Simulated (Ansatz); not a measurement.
Mulliken charges of C2H5BO2, SMILES `COBC=O` from ωB97M-V/def2-TZVPP in Ansatz (PBE0-D4/def2-TZVP geometry).

```csv
atom,x (Å),y (Å),z (Å),charge (e)
C1,-0.888,0.491,1.419,-0.137
O2,-0.518,0.355,0.059,-0.265
B3,0.547,-0.349,-0.333,0.086
C4,0.812,-0.394,-1.909,0.092
O5,1.741,-0.995,-2.397,-0.263
H6,-1.896,0.095,1.548,0.129
H7,-0.195,-0.046,2.072,0.098
H8,-0.890,1.551,1.676,0.129
H9,1.263,-0.913,0.447,0.048
H10,0.106,0.154,-2.579,0.084
```

By hand: the dipole of these point charges (1 e Å = 4.8032 D).

Σ q r = (-0.386, 0.211, 0.640) e Å, of length 0.777 e Å = 3.73 D.

How does the dipole of the full density compare? (Best estimate.)

The calculation gave: (-0.481, 0.279, 0.614) e Å, 3.98 D; the point charges give 0.94 times that, at 8° from its direction.

Point charges leave out the atoms' own dipoles, such as those of lone pairs, and Mulliken's split depends on the basis, so the close match here is no proof of good charges.
